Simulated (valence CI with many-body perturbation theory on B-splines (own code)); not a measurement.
Hyperfine factors and g values of Eu XIV

Calculated by valence CI with perturbative core correlation (CI+MBPT): four valence electrons over a frozen Dirac-Fock core [Kr] 4d10, a basis of 8 s, 8 p, 9 d, 9 f, 6 g, 3 h, 2 i functions for each j, with the one-electron correlation potential Σ1, the two-electron term Σ2, the three-electron term Σ3, Breit, model QED; selected CI, second order for the rest (own B-spline code, finite nucleus).

No measured spectrum was set against this ion. As an estimate, terms of the open shell hold to a few per cent of their energy, and close levels can change places; configurations with another count of f electrons can be misplaced by thousands of cm⁻¹. Core correlation moves these levels by up to 37000 cm⁻¹, and in measured spectra 5 to 20 % of such shifts remained as error; rates that hang on mixing are uncertain with them.

A/g_I is the dipole constant over the nuclear g factor μ/I (μ in nuclear magnetons, uniformly magnetised nucleus), B/Q the quadrupole constant per barn. Both hold the static response of the core; the bare values leave it out. Large factors of s and p1/2 electrons are usually good to 5 to 10 %; those of open d and f shells near neutrality can be off by tens of per cent, and small factors of p3/2, d and f electrons come from cancelling terms and can be off by a factor of two or in sign, in half-filled shells by more. B is blank for J = 1/2, where it vanishes, and for nearly pure S terms. Energies count from the lowest level. Levels with J = 0 are left out.

Names give the largest LS component (configuration and term), which can be under half, so a name can repeat, a term be missing and a line seem to break the LS rules; names also repeat where a configuration has a term twice. Letters in brackets count levels of one name in rising energy.

| Level | E (cm⁻¹) | g | A/g_I (MHz) | A/g_I bare | B/Q (MHz/b) | B/Q bare |
| --- | --- | --- | --- | --- | --- | --- |
| 4f2 5s2 3H_4 | 0.0 | 0.809 | 1310 | 1250 | 1690 | 1430 |
| 4f2 5s2 3H_5 | 5671 | 1.032 | 938 | 1040 | 1810 | 1510 |
| 4f2 5s2 3F_2 | 9362 | 0.679 | 1310 | 1100 | -524 | -440 |
| 4f2 5s2 3H_6 | 11277 | 1.164 | 730 | 930 | 2040 | 1680 |
| 4f2 5s2 3F_3 | 13239 | 1.082 | 833 | 964 | -506 | -435 |
| 4f2 5s2 3F_4 | 13701 | 1.128 | 861 | 1060 | -81.5 | -84.8 |
| 4f2 5s2 1G_4 | 21119 | 1.110 | 742 | 878 | -66.6 | -53.2 |
| 4f3 5s 5I°_4 | 22449 | 0.605 | -11400 | -10700 | 590 | 493 |
| 4f3 5s 5I°_5 | 24859 | 0.901 | 997 | 996 | 571 | 465 |
| 4f3 5s 5I°_6 | 27845 | 1.070 | 5550 | 5360 | 621 | 495 |
| 4f3 5s 5I°_7 | 31166 | 1.176 | 7600 | 7350 | 716 | 563 |
| 4f2 5s2 1D_2 | 32539 | 1.054 | 855 | 961 | -1150 | -971 |
| 4f3 5s 5I°_8 | 34682 | 1.247 | 8650 | 8380 | 844 | 659 |
| 4f3 5s 3I°_5 [a] | 39062 | 0.850 | 3730 | 3490 | 629 | 525 |
| 4f2 5s2 1I_6 | 40278 | 1.000 | 931 | 995 | 3970 | 3310 |
| 4f2 5s2 3P_1 | 40964 | 1.500 | -19.2 | 359 | 599 | 498 |
| 4f3 5s 5F°_1 | 42403 | 0.028 | -30200 | -28800 | -222 | -180 |
| 4f3 5s 5F°_2 | 43587 | 1.008 | 5450 | 5190 | -104 | -88.0 |
| 4f3 5s 3I°_6 [a] | 44323 | 1.025 | -2160 | -1840 | 735 | 594 |
| 4f2 5s2 3P_2 | 44367 | 1.430 | 494 | 948 | -1240 | -1030 |
| 4f3 5s 5F°_3 | 45247 | 1.243 | 10800 | 10300 | -311 | -264 |
| 4f3 5s 5F°_4 | 46537 | 1.225 | 6660 | 6540 | -814 | -681 |
| 4f3 5s 5S°_2 | 46541 | 1.966 | 31700 | 30400 |  |  |
| 4f3 5s 5F°_5 | 47168 | 1.260 | 12800 | 12300 | -1040 | -868 |
| 4f3 5s 3H°_4 | 48359 | 0.946 | -5180 | -4710 | -188 | -154 |
| 4f3 5s 3I°_7 [a] | 49400 | 1.137 | -5130 | -4510 | 869 | 689 |
| 4f3 5s 3H°_5 | 50793 | 1.172 | 10400 | 9920 | -199 | -169 |
| 4f3 5s 5G°_2 | 52366 | 0.337 | -19700 | -18700 | -82.3 | -59.1 |
| 4f3 5s 5G°_3 | 53166 | 0.887 | -2650 | -2400 | -69.3 | -49.9 |
| 4f3 5s 3H°_6 | 53817 | 1.182 | 11300 | 10700 | -140 | -137 |
| 4f3 5s 5G°_4 | 55271 | 1.112 | 8230 | 7890 | 131 | 112 |
| 4f3 5s 3G°_3 [a] | 56418 | 0.822 | -7690 | -7180 | -790 | -653 |
| 4f3 5s 3F°_2 | 57833 | 0.769 | 9680 | 8920 | -621 | -509 |
| 4f3 5s 5G°_5 | 58398 | 1.228 | 9400 | 9060 | 115 | 89.6 |
| 4f3 5s 3K°_6 | 59028 | 0.860 | -8100 | -7500 | 2120 | 1740 |
| 4f3 5s 3G°_4 [a] | 59283 | 1.075 | 8500 | 8070 | -732 | -602 |
| 4f3 5s 1H°_5 | 59407 | 1.077 | -2200 | -1850 | -349 | -295 |
| 4f3 5s 3S°_1 | 59908 | 1.554 | -27800 | -25200 | -4.53 | -4.32 |
| 4f3 5s 3K°_7 | 60345 | 1.018 | 6020 | 5740 | 2210 | 1800 |

(1) Take the isotope of mass number 153, with I = 5/2, μ = 1.5294 μN and Q = 2.41 b. What is the hyperfine structure of 4f2 5s2 1G_4?

Results:

(1) From the table A = 454 MHz, B = -161 MHz. Shifts from the centre of gravity in MHz: F = 3/2: -5750, F = 5/2: -4570, F = 7/2: -2930, F = 9/2: -860, F = 11/2: 1630, F = 13/2: 4500.
